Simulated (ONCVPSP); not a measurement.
Ni: excitation energies, all-electron against ONCV

ONCVPSP 4.0.1 input, shortened (lines: element, Z, core and valence counts, functional; n l f; lmax; l rc ep ncon nbas qcut; lloc lpopt rc5 dvloc0; l nproj debl; icmod fcfact rcfact), PBE, scalar-relativistic:

```
  Ni 28.00    3    4        4      upf
    1    0    2.00
    2    0    2.00
    2    1    6.00
    3    0    2.00
    3    1    6.00
    3    2    8.00
    4    0    2.00
    2
    0    1.20    0.00    4    7   11.70
    1    1.10    0.00    4    9   13.00
    2    1.35    0.00    4    9   11.60
    4    5    0.85    4.00
    0    2    2.80
    1    2    3.70
    2    2    0.50
    2    0.40    1.00
```

Energies are relative to the spin-unpolarised reference configuration 3s2 3p6 3d8 4s2; without spin polarisation the order of configurations can differ from experiment.

```json
{"valence configuration": "3s2 3p6 3d8 4s1", "charge": "+1", "ΔE all-electron (eV)": "9.323", "error AE − PS (meV)": "+0.4"}
{"valence configuration": "3s2 3p6 3d8 4s0", "charge": "+2", "ΔE all-electron (eV)": "26.674", "error AE − PS (meV)": "+3.7"}
{"valence configuration": "3s2 3p6 3d7 4s0", "charge": "+3", "ΔE all-electron (eV)": "64.140", "error AE − PS (meV)": "+6.9"}
{"valence configuration": "3s2 3p6 3d6 4s0", "charge": "+4", "ΔE all-electron (eV)": "121.697", "error AE − PS (meV)": "+185"}
```
